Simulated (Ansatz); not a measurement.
Geometry optimisation, Ansatz, RKS PBE-D4/def2-SVPD.

Input:

```yaml
crystal:
  periodic: [false, false, false]
  atoms:
    - { symbol: Sn, position_ang: [-0.497112, 0.0, 0.041931] }
    - { symbol: H, position_ang: [1.757575, 0.0, 1.93687] }
    - { symbol: Cl, position_ang: [2.908931, 0.0, 1.254499] }
    - { symbol: Cl, position_ang: [-1.504047, 1.83749, -1.20555] }
    - { symbol: Cl, position_ang: [-1.504047, -1.83749, -1.20555] }
basis:
  gaussian: { orbitals: def2-SVPD }
hamiltonian:
  xc: pbe
  dispersion: d4
relax:
  f_tol: 0.03
  max_steps: 50
```

Launched with:

```bash
$ ansatz run input.yaml --threads 4 --pin off --max-ram 5120MiB --backend cpu --events-out ev --progress --plain --runs-dir out
```

Q: Where does it end, and by what steps?

A: The run converged. The force dipped under the threshold on the way, but the program's further checks kept it going. After 42 steps the energy has fallen by 0.423 eV; Cl5 moved furthest, 1.74 Å.

| step | energy less start (eV) | largest force component (eV/Å) | accepted |
| --- | --- | --- | --- |
| 0 | 0.0000 | 0.897 | yes |
| 2 | -0.0264 | 1.055 | no |
| 4 | -0.0589 | 0.444 | yes |
| 6 | -0.1142 | 0.213 | yes |
| 8 | -0.1807 | 0.119 | yes |
| 10 | -0.1922 | 0.596 | no |
| 12 | -0.2178 | 0.247 | yes |
| 14 | -0.2213 | 0.086 | yes |
| 16 | -0.2218 | 0.021 | yes |
| 18 | -0.2221 | 0.016 | yes |
| 20 | -0.2235 | 0.137 | yes |
| 22 | -0.2264 | 0.086 | yes |
| 24 | -0.2386 | 0.059 | yes |
| 26 | -0.2096 | 1.070 | no |
| 28 | -0.2443 | 0.327 | yes |
| 30 | -0.2692 | 0.111 | yes |
| 32 | -0.2758 | 0.098 | yes |
| 34 | -0.2987 | 0.708 | yes |
| 36 | -0.3726 | 0.426 | yes |
| 38 | -0.3988 | 0.504 | no |
| 40 | -0.4183 | 0.185 | no |
| 42 | -0.4226 | 0.023 | yes |

```xyz
5
Properties=species:S:1:pos:R:3
Sn -1.119 0.340 0.543
H 1.385 -0.706 0.645
Cl 1.696 0.394 1.393
Cl -0.808 1.731 -1.421
Cl 0.007 -1.759 -0.339
```

Time of the run: 39 s on 4 threads of Intel(R) Xeon(R) Platinum 8488C (Sapphire Rapids), with other jobs on the host, peak memory 0.2 GiB.
